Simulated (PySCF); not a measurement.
Species: 2-methylthieno[3,2-b]thiophene, C₇H₆S₂.
SMILES: `CC1=CC2=C(C=CS2)S1`

A linear-response calculation (PySCF, def2-SVPD basis, gas phase, vertical, core orbitals frozen in the response) gave these numbers; the functional is withheld.

Orbital energies (eV): HOMO-3 -10.79, HOMO-2 -9.39, HOMO-1 -7.77, HOMO -7.33, LUMO 0.21, LUMO+1 1.07, LUMO+2 1.18.

```
state  E (eV)       f     main configurations (H = HOMO, L = LUMO)
   S1    4.88   0.310                                    H→L (95%)
   S2    5.17   0.105                                  H-1→L (92%)
   S3    5.58  0.0006                     H→L+1 (70%), H→L+2 (10%)
   S4    5.71  0.0000      H→L+2 (51%), H→L+3 (18%), H-1→L+1 (12%)
   S5    5.72  0.0002  H-1→L+1 (44%), H-1→L+2 (17%), H-1→L+7 (10%)
   S6    5.95  0.0004    H-1→L+2 (34%), H-1→L+3 (23%), H→L+2 (14%)
```

Triplets, Tamm–Dancoff:

| state | E (eV) | λ (nm) | main configurations (H = HOMO, L = LUMO) |
| --- | --- | --- | --- |
| T1 | 3.22 | 384.9 | H→L (89%) |
| T2 | 4.09 | 303.1 | H-1→L (91%) |
| T3 | 4.42 | 280.8 | H→L+4 (56%), H-2→L (24%) |
| T4 | 5.38 | 230.4 | H→L+1 (44%), H-1→L+1 (15%) |

Vertical ionisation energy by ΔSCF with the same functional: 7.90 eV. Mean static polarisability: 117.6 au.

Problem. Which of these was used?
A. B3LYP
B. HF
C. PBE
D. CAM-B3LYP

Solution. D. CAM-B3LYP is range-separated, 19% exact exchange at short range and 65% at long range (ω = 0.33 bohr⁻¹). In this run −ε(HOMO) = 7.33 eV differs from the ΔSCF value by -0.57 eV, and S1 differs from the orbital gap of 7.53 eV by -2.65 eV. The ratio −ε(HOMO)/IP is 0.93. Usual ranges for neutral molecules in this basis: 0.85 to 0.93 with CAM-B3LYP, 0.5 to 0.7 with PBE, 0.67 to 0.83 with B3LYP; Hartree–Fock can't fall below 1, since the ion's relaxation only lowers the ΔSCF value.

Theory: TDDFT CAM-B3LYP/def2-SVPD, vertical, gas phase, core orbitals frozen in the response in PySCF 2.14.0, density-fitted response routines. Isolated species at its PBE0-D3(BJ)/def2-SVP geometry, gas phase.
